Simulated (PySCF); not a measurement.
# Checking a proposed structure

A compound C4H9ClOSi gives the data below (simulated from a calculation) and was assigned the structure `C=C[C@@H](Cl)[SiH2]OC`.

13C{1H} NMR (computed): δ 145.8 (CH), 123.7 (CH), 54.8 (CH), 28.5 (CH3).

1H NMR (600 MHz, computed): δ 6.28 (d, 1H), 5.23 (m, 1H), 5.04 (s, 3H), 4.98 (m, 1H), 1.51 (d, 3H).

Theory: GFN2-xTB geometry, NMR shieldings at PBE0/pcSseg-1/GIAO, in PySCF (one conformer, isolated molecule, relativity neglected, equivalent nuclei averaged).

Referencing at the same level of theory: 1H (31.72 ppm) and 13C (186.93 ppm) vs TMS.

(1) Compare with the shifts computed for the proposed structure, pairing carbons in order of shift.

(2) Which isomer fits?

Results:

(1) Numbering as in the mapped SMILES `[CH2:1]=[CH:2][C@@H:3]([Cl:4])[SiH2:5][O:6][CH3:7]` (H(Xn): hydrogen on atom n).

```json
{"atom": "C2", "computed for proposal": "146.2", "given list": "145.8", "difference": "+0.4"}
{"atom": "C1", "computed for proposal": "122.8", "given list": "123.7", "difference": "-0.9"}
{"atom": "C7", "computed for proposal": "53.9", "given list": "54.8", "difference": "-0.9"}
{"atom": "C3", "computed for proposal": "51.2", "given list": "28.5", "difference": "+22.7"}
```

The rms difference is 11.4 ppm and the largest +22.7 ppm at C3 (allylic sp3 CH bonded to Cl and Si). The carbon types in order of shift don't match either: CH, CH2, CH3, CH for the proposal against CH, CH, CH, CH3 in the data. The proposal doesn't fit.

(2) SMILES C[C@@H](Cl)/C=C\O[SiH3].

1. Carbon types of the structure: 3 × CH, 1 × CH3, leaving 3 H on heteroatoms.
2. δC 145.8: alkene carbon bearing oxygen; an sp2 carbon further deshielded by the attached heteroatom.
3. δC 123.7: β carbon of an enol-ether or enamine type C=C.
4. δC 28.5: methyl carbon; aliphatic region, no heteroatom directly attached.
5. δH 6.28: hydrogen on an alkene carbon bearing oxygen; attached to an sp2 carbon and in the plane of the double bond.

Other isomers checked: CO/C(=C/Cl)C[SiH3] (rms 17.9 ppm).

This is the structure that produced the data.

Carbons that carry Cl, above all several Cl atoms, come out too deshielded, partly because spin–orbit coupling is missing. Shifts are as computed. Against solution values, carbons near 30 ppm lie about +3 ppm off and those near 130 ppm about +5 ppm; carbons on Cl a further +6 ppm. Of 1309 compounds with measured shifts, 239 miss one by over three times the rms of a fit or turn the order of signals round; such compounds aren't used in these exercises. Multiplicities follow the n + 1 count of equivalent neighbours, as no J values were calculated; m marks all less simple cases, F and P coupling included.
